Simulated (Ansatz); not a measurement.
Consider the formal loss of a carbene: `F[CH](F)[GeH2][SiH3]` → `[CH]F` + `[F][GeH2][SiH3]`.

Isolated molecules relaxed with PBE0-D4/def2-TZVP in Ansatz; ΔE leaves out vibrations. CCSD(T)/CBS adds triple-zeta CCSD(T) − MP2 to the extrapolated MP2 energy (def2 sets, frozen cores). This one scheme is used for every species. DFT in def2-TZVPP. B3LYP here is the variant with VWN-RPA as its local correlation; programs differ in this. For Ge outer-core shells are correlated without core-valence functions, which leaves a few kJ/mol of doubt a bond. Scalar relativity is left out up to krypton. Each species was taken in one conformer, which may not be the lowest.

`F[CH](F)[GeH2][SiH3]`:

```xyz
11

F    -2.187    0.290   -0.677
C    -1.077   -0.033   -1.398
F    -0.587    1.123   -1.928
Ge    0.293   -0.874   -0.205
Si    0.855    0.656    1.527
H    -1.400   -0.667   -2.232
H     1.498   -1.231   -1.092
H    -0.325   -2.176    0.335
H    -0.359    0.986    2.315
H     1.422    1.894    0.935
H     1.866    0.032    2.421
```

`[CH]F`:

```xyz
3

C    -0.394    0.156    0.283
F     0.513   -0.765    0.428
H    -0.119    0.609   -0.711
```

`[F][GeH2][SiH3]`:

```xyz
8

F     0.295    0.580   -2.226
Ge    0.691   -0.407   -0.834
Si   -0.690    0.358    0.953
H     0.415   -1.857   -1.270
H     2.198   -0.201   -0.602
H    -0.396    1.786    1.234
H    -0.395   -0.457    2.162
H    -2.118    0.197    0.584
```

```tsv
level	ΔE (kJ/mol)
PBE0-D4	294.5
B3LYP-D4	265.6
ωB97M-V	265.6
PBE	284.0
MP2/def2-TZVPP	280.9
HF/def2-QZVPP	202.9
MP2/def2-QZVPP	281.5
CCSD/CBS(def2)	258.5
```

Question: What does CCSD(T)/CBS give? (Estimate.)

Answer: The calculation gave: +263.3 kJ/mol. The listed levels differ from it by 31.2, 2.3, 2.3, 20.7, 17.6, -60.4, 18.2, -4.8 kJ/mol.

Largest T1 diagnostic among the species: 0.018.

The D4 term adds +11.8 kJ/mol with B3LYP and +6.5 kJ/mol with PBE0; it sums over pairs of atoms, weighted by their polarisabilities, and B3LYP, whose exchange is more repulsive, gets the larger term. From PBE to PBE0 (25 % exact exchange), in def2-TZVPP and without D4, ΔE moves by +4.0 kJ/mol.
